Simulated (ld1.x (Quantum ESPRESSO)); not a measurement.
**Cr (Z = 24): one change to a PAW potential, before and after**

ld1.x (Quantum ESPRESSO) 7.5 input, shortened:

```
&input
   title='Cr', zed=24., rel=1, dft='PBESOL', iswitch=3,
   config='[Ar] 3d4 4s0 4p0'
 /
 &inputp
   pseudotype=3, lpaw=.true., tm=.true., lloc=-1, rcloc=1.35,
   nlcc=.true.,
   which_augfun='BESSEL', rmatch_augfun=0.80
 /
6
4S  1  0   0.00   0.00  2.20  2.70  0.0
4S  1  0   0.00   2.75  2.20  2.70  0.0
3P  2  1   6.00   0.00  1.45  1.90  0.0
4P  3  1   0.00   0.00  1.45  1.90  0.0
3D  3  2   4.00   0.00  1.00  1.25  0.0
3D  3  2   0.00  -0.80  1.00  1.25  0.0
 &test
   configts(1)='3p6 3d4 4s0 4p0'
 /
```

Change: waves 4s (bound): rcut 2.20, rcutus 2.48 bohr; 4s channel at 2.75 Ry: rcut 2.20, rcutus 2.48 bohr.

Cutoffs: the cutoffs (Ry, on a coarse ladder) from which the occupation-weighted sum of valence levels, in a spherical-Bessel basis at the reference potential, stays within 10 and 1 mRy of its value at 400 Ry; they do not see the model core or the augmentation charge, which bear on the density cutoff. Errors are all-electron minus pseudo energies relative to the spin-unpolarised reference configuration.

Task: What does the change do?

Result: The potential gets neither clearly harder nor softer (70 Ry and 110 Ry → 70 Ry and 110 Ry); both files keep a bound ghost (s); of the 7 tests that both files solve, the error grows in 0 and shrinks in 3 by more than 15 % and 0.3 meV (median size 9.8 → 7.7 meV). Less of the atom is replaced, so other configurations are described better.

| quantity | base | changed |
| --- | --- | --- |
| cutoff, loose | 70 Ry | 70 Ry |
| cutoff, tight | 110 Ry | 110 Ry |
| bound ghosts | s | s |
| error for 3p6 3d5 4s1 4p0, meV [ΔE -22.89 eV] | -1.8 | -0.9 |
| error for 3p6 3d5 4s0 4p0, meV [ΔE -16.01 eV] | -15 | -15 |
| error for 3p6 3d3 4s0 4p0, meV [ΔE 30.71 eV] | -55 | -55 |
| error for 3p6 3d4 4s1 4p0, meV [ΔE -14.88 eV] | +9.8 | +4.4 |
| error for 3p6 3d4 4s1 4p1, meV [ΔE -19.35 eV] | +5.9 | +4.4 |
| error for 3p6 3d5 4s0.5 4p0, meV [ΔE -20.18 eV] | -7.1 | -7.7 |
| error for 3p6 3d5.5 4s0.5 4p0, meV [ΔE -22.16 eV] | -12 | -11 |
| lowest overlap eigenvalue by channel | s 0.21, p 0.75, d 0.90 | s 0.49, p 0.75, d 0.90 |

 A true bound ghost makes a file unfit for plane-wave use even where its test errors are small: the radial tests pick states by their node count and pass the ghost by.
